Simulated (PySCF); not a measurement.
**Working out the ionisation energy of V**

V [Ar] 3d3 4s2 (4F) → V+ [Ar] 3d4 (5D). Calculation: PySCF 2.14, in cc-pVDZ (6s5p3d1f, 43 functions); the non-relativistic Hamiltonian (point nucleus). Frozen: [Ar]. Energies in hartree (1 hartree = 27.21139 eV):

```csv
part,V (lower),V+ (upper)
UHF,-942.889635,-942.672782
MP2 opposite-spin,-0.028554,0.000000
MP2 same-spin,-0.020333,-0.037532
```

Q: What does Hartree-Fock give?

A: (-942.672782) − (-942.889635) = 0.216853 hartree = 5.901 eV.

Q: What do MP2 and SCS-MP2 (6/5 opposite-spin, 1/3 same-spin) give?

A: The opposite-spin parts differ by 0.777 eV and the same-spin parts by -0.468 eV. MP2: 5.901 + (0.777) + (-0.468) = 6.210 eV. SCS-MP2: 5.901 + 1.2 × (0.777) + (-0.468)/3 = 6.677 eV.

Measured between the centres of the two terms (NIST): 6.732 eV, so MP2 (valence) is off by -0.522 eV.

The calculation is non-relativistic.

A double-zeta basis recovers only part of the correlation energy.

What remains against the reference includes basis incompleteness, the frozen core and correlation beyond second order.
